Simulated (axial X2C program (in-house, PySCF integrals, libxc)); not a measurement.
## Spin–orbit effects along a row: molecules with F (ions), HF

All values come from calculations with an axial X2C code built on PySCF integrals, spin-free (one-electron X2C) or two-component (2c: spin–orbit coupling with atomic mean-field Coulomb and Gaunt terms, which also bring small scalar terms), in Dyall basis sets with cores contracted in-house; open shells are unrestricted.

Basis sets: F dyall-av3z, Nb dyall-cv3z, Ru dyall-cv3z, Sb dyall-cv3z, Sn dyall-cv3z, Sr dyall-cv3z, Tc dyall-cv3z, Y dyall-cv3z, Zr dyall-cv3z.

```
molecule   spin-free state  Re (Å)  ωe (cm⁻¹)  De (eV)  2c state  Re 2c (Å)  ωe 2c (cm⁻¹)  De 2c (eV)
    SrF⁺    M_S = 0, Λ = 0   2.018      579.8     3.82     Ω = 0      2.018         579.7        3.81
     YF⁺  M_S = 1/2, Λ = 0   1.889      704.5      n/a   Ω = 1/2      1.889         704.4         n/a
    ZrF⁺    M_S = 1, Λ = 2   1.832      739.8     3.89     Ω = 1      1.832         738.6         n/a
    NbF⁺  M_S = 3/2, Λ = 0   1.823      677.8     3.12   Ω = 3/2      1.824         676.6         n/a
    TcF⁺  M_S = 5/2, Λ = 0   1.885      663.4     1.71   Ω = 5/2      1.885         663.3        1.70
    RuF⁺    M_S = 2, Λ = 2   1.853      703.9     1.72     Ω = 4      1.853         703.7         n/a
    SnF⁺    M_S = 0, Λ = 0   1.853      733.6     3.18     Ω = 0      1.853         733.5        2.83
    SbF⁺  M_S = 1/2, Λ = 1   1.823      775.3     2.21   Ω = 1/2      1.825         771.2         n/a
```

**Question.** Work out the shifts from the spin-free to the two-component result.

**Answer.** 

```tsv
molecule	2c state	ΔRe (Å)	Δωe (cm⁻¹)	ΔDe (eV)
SrF⁺	Ω = 0	0.000	-0.1	-0.01
YF⁺	Ω = 1/2	0.000	-0.1	n/a
ZrF⁺	Ω = 1	0.000	-1.2	n/a
NbF⁺	Ω = 3/2	0.001	-1.2	n/a
TcF⁺	Ω = 5/2	0.000	-0.1	-0.01
RuF⁺	Ω = 4	0.000	-0.2	n/a
SnF⁺	Ω = 0	0.000	-0.1	-0.35
SbF⁺	Ω = 1/2	0.002	-4.1	n/a
```

Shifts of one unit in the last digit are rounding.

Fragments in 2c: Sr+ + F, Y+ + F, Zr+ + F, Nb+ + F, Tc+ + F, Ru+ + F, Sn+ + F, Sb+ + F. Each entry is the lowest single determinant of a limited PBE0 search at one distance. De goes to single-determinant-based atoms at the same level (for ions the charge split of lowest energy) and is withheld (n/a) where an atom does not fit its ground term or J level. Main or longest-lived isotopes. One determinant is a doubtful description, or other states lie close, for ZrF⁺, NbF⁺, TcF⁺, RuF⁺; these need not be ground states, and all values refer to the states named. Some open-shell Ω = 0 determinants are out of reach, so the Ω given for RuF⁺ need not be the lowest component. With several unpaired electrons the Ω given is that of one determinant, not necessarily of the lowest component.
